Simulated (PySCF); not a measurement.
ScN (singlet state).
Structure used (PBE0-D3(BJ)/def2-TZVP), in Å, numbered top down from 1:
```xyz
2
ScN angstrom
N     -0.5702    0.5390   -0.1719
Sc     0.5877   -0.5678    0.1598
```

Theory: PySCF, PBE0-D3(BJ)/def2-TZVP geometry optimisation, gas phase.

Masses are those of the commonest isotopes; rigid-rotor values at the optimised geometry. 

Question: What are the moment of inertia and the rotational constant?

Answer: I = 28.571 u·Å², B = 505379 MHz·u·Å²/I = 17688 MHz (0.5900 cm⁻¹, or 0.849 K as hB/k). For two atoms I = μr² with μ = 10.6773 u and r = 1.6358 Å.

Question: List the first levels of a rigid rotor in a Σ state.

Answer: E(J) = BJ(J+1): J = 1: 1.180, J = 2: 3.540, J = 3: 7.080, J = 4: 11.800, J = 5: 17.701, J = 6: 24.781 cm⁻¹.

Question: Where do the first rotational lines fall?

Answer: The dipole is 7.40 D; J+1 ← J lies at 2B(J+1): 1 ← 0 at 35.38 GHz, 2 ← 1 at 70.75 GHz, 3 ← 2 at 106.13 GHz, 4 ← 3 at 141.51 GHz, 5 ← 4 at 176.88 GHz, 6 ← 5 at 212.26 GHz.

Question: Estimate the classical rotational partition function at 50 K, 100 K and 298.15 K.

Answer: Point group C∞v, symmetry number σ = 1; q = kT/(σhB), k/h = 20836.6 MHz/K: 58.9 at 50 K, 118 at 100 K, 351 at 298.15 K.

Not checked by PBE0-D3(BJ)/def2-TZVP frequencies. Isolated species at its PBE0-D3(BJ)/def2-TZVP geometry, gas phase. Zero-point vibration and centrifugal distortion are left out.
